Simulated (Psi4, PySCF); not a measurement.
Interaction energy of HF ··· F- (SMILES F and [F-]) (charge -1). Monomers: optimised at B3LYP-D3(BJ) (def2-TZVP), held rigid. Orientation: lowest of the rigid-body minima from ten starts at GFN2-xTB. R is the distance of the centres of mass, along which the second monomer moves.

Geometry at R = 2.22 Å (first 2 atoms: monomer A):
```
3

F      0.4622     0.0000     0.0000
H     -0.4622     0.0000     0.0000
F     -1.8045     0.0000     0.0000
```

Computed with: RKS-B3LYP/6-31G* = restricted B3LYP/6-31G*, spherical d, no counterpoise correction in PySCF 2.14.0; MP2/aug-cc-pVTZ = DF-MP2/aug-cc-pVTZ, frozen core, counterpoise-corrected run with Psi4; SCS-MP2/aug-cc-pVTZ = Psi4 with DF-SCS-MP2/aug-cc-pVTZ, frozen core, counterpoise-corrected; BLYP/def2-TZVPD, counterpoise-corrected (Psi4); MP2/aug-cc-pVDZ = Psi4 1.11 with DF-MP2/aug-cc-pVDZ, frozen core, counterpoise-corrected.

Interaction energies in kcal/mol (negative: bound); R is the distance of the centres of mass, d the H2···F3 distance.

| R / Å | d / Å | RKS-B3LYP/6-31G* | MP2/aug-cc-pVTZ | SCS-MP2/aug-cc-pVTZ | BLYP/def2-TZVPD | MP2/aug-cc-pVDZ |
|---|---|---|---|---|---|---|
| 2.05 | 1.17 | -53.71 | -30.15 | -29.05 | -27.53 | -27.32 |
| 2.22 | 1.34 | -59.03 | -36.44 | -35.56 | -34.68 | -34.66 |
| 2.43 | 1.55 | -57.48 | -35.75 | -35.11 | -34.71 | -34.79 |
| 2.63 | 1.75 | -52.76 | -32.13 | -31.66 | -31.58 | -31.56 |
| 2.90 | 2.02 | -44.96 | -26.57 | -26.26 | -26.37 | -26.26 |
| 3.21 | 2.33 | -35.93 | -21.03 | -20.83 | -20.99 | -20.84 |
| 3.68 | 2.80 | -23.43 | -14.96 | -14.85 | -15.01 | -14.85 |
| 4.46 | 3.58 | -10.59 | -9.21 | -9.16 | -9.27 | -9.17 |
| 5.42 | 4.54 | -5.72 | -5.74 | -5.72 | -5.75 | -5.73 |
| 6.75 | 5.87 | -3.68 | -3.45 | -3.44 | -3.43 | -3.45 |

Lowest grid point: RKS-B3LYP/6-31G* -59.03 kcal/mol at R = 2.22 Å; MP2/aug-cc-pVTZ -36.44 kcal/mol at R = 2.22 Å; SCS-MP2/aug-cc-pVTZ -35.56 kcal/mol at R = 2.22 Å; BLYP/def2-TZVPD -34.71 kcal/mol at R = 2.43 Å; MP2/aug-cc-pVDZ -34.79 kcal/mol at R = 2.43 Å.
